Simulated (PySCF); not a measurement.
# UHF on Kr⁺ (krypton, charge +1)

Configuration: [Ar] 3d10 4s2 4p5, 2P determinant. All numbers are calculated (PySCF 2.14, a scalar-relativistic core potential, in aug-cc-pVQZ-PP with one added diffuse shell each of s, p, d, f, g type with ECP10MDF (8s7p6d4f3g, 114 functions)).

```json
{"Total energy": "-461.720940 hartree", "One-electron energy": "-797.7405 hartree", "Hartree (Coulomb) energy": "367.7160 hartree", "Exchange energy": "-31.6964 hartree", "⟨S²⟩": "0.7581", "⟨L²⟩": "2.032", "Sum of ⟨r⟩": "22.09 bohr", "Sum of ⟨r²⟩": "31.27 bohr²", "Traceless quadrupole moment −½Σ⟨3z² − r²⟩ along its main axis": "1.48 e·bohr²"}
```

```json
{"shell": "3s α", "electrons": "1", "mean orbital energy (hartree)": "-11.25293", "spread (hartree)": "0", "rms radius, mean of both spins (bohr)": "0.567"}
{"shell": "3s β", "electrons": "1", "mean orbital energy (hartree)": "-11.24087", "spread (hartree)": "0", "rms radius, mean of both spins (bohr)": "0.567"}
{"shell": "3p α", "electrons": "3", "mean orbital energy (hartree)": "-8.93072", "spread (hartree)": "0.03023", "rms radius, mean of both spins (bohr)": "0.583"}
{"shell": "3p β", "electrons": "3", "mean orbital energy (hartree)": "-8.91706", "spread (hartree)": "0.00259", "rms radius, mean of both spins (bohr)": "0.583"}
{"shell": "3d α", "electrons": "5", "mean orbital energy (hartree)": "-4.19663", "spread (hartree)": "0.02774", "rms radius, mean of both spins (bohr)": "0.605"}
{"shell": "3d β", "electrons": "5", "mean orbital energy (hartree)": "-4.18813", "spread (hartree)": "0.01220", "rms radius, mean of both spins (bohr)": "0.605"}
{"shell": "4s α", "electrons": "1", "mean orbital energy (hartree)": "-1.63203", "spread (hartree)": "0", "rms radius, mean of both spins (bohr)": "1.66"}
{"shell": "4s β", "electrons": "1", "mean orbital energy (hartree)": "-1.51122", "spread (hartree)": "0", "rms radius, mean of both spins (bohr)": "1.66"}
{"shell": "4p α", "electrons": "3", "mean orbital energy (hartree)": "-0.93911", "spread (hartree)": "0.07830", "rms radius, mean of both spins (bohr)": "1.97"}
{"shell": "4p β", "electrons": "2", "mean orbital energy (hartree)": "-0.88993", "spread (hartree)": "0", "rms radius, mean of both spins (bohr)": "1.97"}
```

Energies and moments cover only the electrons outside the core potential.
